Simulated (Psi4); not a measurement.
HIPb (SMILES [I][PbH]), singlet, at a GFN2-xTB geometry (such geometries of metal compounds can be far from the true shape) (core potentials on I, Pb); PBE0/def2-SVPD in Psi4.

Input for Psi4:
```
memory 2 GB

molecule mol {
0 1
Pb   -0.623154   -0.475821    0.713820
H    -1.827872   -1.129591   -0.525549
I     0.998613    0.757488   -1.094485
}

set {
  basis def2-svpd
  reference rks
}

energy('pbe0')
print_variables()
```

What the program printed (banner, timings and long lists left out):

```
   => Loading Basis Set <=

    Name: DEF2-SVPD
    Role: ORBITAL
    Keyword: BASIS

    !!!  WARNING: ECP capability is in beta. Please check occupations closely.  !!!

         ---------------------------------------------------------
                                   SCF
               by Justin Turney, Rob Parrish, Andy Simmonett
                          and Daniel G. A. Smith
                              RKS Reference
         ---------------------------------------------------------

  ==> Geometry <==

    Molecular point group: cs
    Full point group: Cs

    Geometry (in Angstrom), charge = 0, multiplicity = 1:

       Center              X                  Y                   Z               Mass
    ------------   -----------------  -----------------  -----------------  -----------------
         PB           0.763471449418     0.689420622619     0.000000000000   207.976652500000
         H            2.130068215040    -0.554448128809     0.000000000000     1.007825032230
         I           -1.268126883059    -1.125449752992     0.000000000000   126.904471900000

  Running in cs symmetry.

  Rotational constants: A =      4.97865  B =      0.02875  C =      0.02858 [cm^-1]
  Rotational constants: A = 149256.19385  B =    861.83612  C =    856.88827 [MHz]
  Nuclear repulsion =  116.977899987969167

  Charge       = 0
  Multiplicity = 1
  Electrons    = 48
  Nalpha       = 24
  Nbeta        = 24

  ==> Algorithm <==

  SCF Algorithm Type is DF.
  DIIS enabled.
  MOM disabled.
  Fractional occupation disabled.
  Guess Type is SAD.
  Energy threshold   = 1.00e-06
  Density threshold  = 1.00e-06
  Integral threshold = 1.00e-12

  ==> Primary Basis <==

  Basis Set: DEF2-SVPD
    Blend: DEF2-SVPD
    Number of shells: 29
    Number of basis functions: 75
    Number of Cartesian functions: 81
    Spherical Harmonics?: true
    Max angular momentum: 2

  Core potential: DEF2-SVPD
    Number of shells: 8
    Number of ECP primitives: 47
    Number of ECP core electrons: 88
    Max angular momentum: 3

  ==> DFT Potential <==

   => LibXC <=

    Version 7.1.2
    S. Lehtola, C. Steigemann, M. J. T. Oliveira, and M. A. L. Marques,  SoftwareX 7, 1–5 (2018) (10.1016/j.softx.2017.11.002)

   => Composite Functional: PBE0 <=

    PBE0 Hyb-GGA Exchange-Correlation Functional

    C. Adamo and V. Barone,  J. Chem. Phys. 110, 6158 (1999) (10.1063/1.478522)
    M. Ernzerhof and G. E. Scuseria,  J. Chem. Phys. 110, 5029 (1999) (10.1063/1.478401)

[...]
   @DF-RKS iter   5:  -491.21571707748740   -1.76865e-02   5.45072e-04 DIIS/ADIIS
   @DF-RKS iter   6:  -491.21655775449869   -8.40677e-04   1.33405e-04 DIIS/ADIIS
   @DF-RKS iter   7:  -491.21661454504778   -5.67905e-05   3.16487e-05 DIIS
   @DF-RKS iter   8:  -491.21661723922819   -2.69418e-06   6.97555e-06 DIIS
   @DF-RKS iter   9:  -491.21661737555621   -1.36328e-07   1.23222e-06 DIIS
   @DF-RKS iter  10:  -491.21661738016576   -4.60955e-09   3.83353e-07 DIIS
  Energy and wave function converged.

  ==> Post-Iterations <==

   Electrons on quadrature grid:
      Ntotal   =   47.9999882993 ; deviation = -1.170e-05

    Orbital Energies [Eh]
    ---------------------

    Doubly Occupied:

[...]
    Virtual:

[...]
    Final Occupation by Irrep:
             Ap   App
    DOCC [    17,    7 ]
    NA   [    17,    7 ]
    NB   [    17,    7 ]

  @DF-RKS Final Energy:  -491.21661738016576

   => Energetics <=

    Nuclear Repulsion Energy =            116.9778999879691668
    One-Electron Energy =               -1088.4348483664930427
    Two-Electron Energy =                 509.7746364502132224
    DFT Exchange-Correlation Energy =     -29.5343054518550936
    Empirical Dispersion Energy =           0.0000000000000000
    VV10 Nonlocal Energy =                  0.0000000000000000
    Total Energy =                       -491.2166173801657578

Computation Completed

Properties will be evaluated at   0.000000,   0.000000,   0.000000 [a0]

Properties computed using the SCF density matrix

 Multipole Moments:

 ------------------------------------------------------------------------------------
     Multipole            Electronic (a.u.)      Nuclear  (a.u.)        Total (a.u.)
 ------------------------------------------------------------------------------------

 L = 1.  Multiply by 2.5417464519 to convert [e a0] to [Debye]
 Dipole X            :         24.7286380          -24.1445242            0.5841138
 Dipole Y            :         26.5294896          -25.5555946            0.9738950
 Dipole Z            :          0.0000000            0.0000000            0.0000000
 Magnitude           :                                                    1.1356322

 ------------------------------------------------------------------------------------

  Variable Map:
  ----------------------------------------------------------------------------
[...]
  Array Variable Map:
  ----------------------------------------------------------------------------
[...]
[...]
```
